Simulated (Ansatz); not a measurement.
Relaxation of AlF2HO (5 atoms, charge 0, multiplicity 1), to a largest force component of 0.02 eV/Å in at most 40 steps.

Method: Ansatz 0.2.0, RKS PBE/cc-pVDZ.

```xyz
5
Properties=species:S:1:pos:R:3:forces:R:3
Al 0.000 0.000 0.000 0.09 -0.01 1.08
O 0.000 0.000 1.780 -1.18 -0.49 -0.59
H -0.909 -0.281 2.117 1.19 0.47 -0.37
F 1.464 0.000 -0.845 0.00 0.05 0.00
F -1.464 0.000 -0.845 -0.10 -0.02 -0.12
```

**Question.** Where does it end, and by what steps?

**Answer.** The forces met the threshold. After 5 steps the energy has fallen by 0.071 eV; H3 moved furthest, 0.13 Å.

```tsv
step	energy less start (eV)	largest force component (eV/Å)	accepted
0	0.0000	1.192	yes
1	-0.0382	0.783	yes
2	-0.0537	0.689	yes
3	-0.0694	0.149	yes
4	-0.0706	0.068	yes
5	-0.0709	0.008	yes
```

```xyz
5
Properties=species:S:1:pos:R:3
Al -0.022 -0.029 0.006
O -0.007 -0.121 1.732
H -0.875 -0.166 2.174
F 1.454 0.053 -0.813
F -1.459 -0.017 -0.892
```

Whether the end is a true minimum wasn't checked by a vibrational analysis.

The run took 9.2 s on 1 thread of Arm Neoverse V2, with other jobs on the host, peak memory 0.13 GiB.
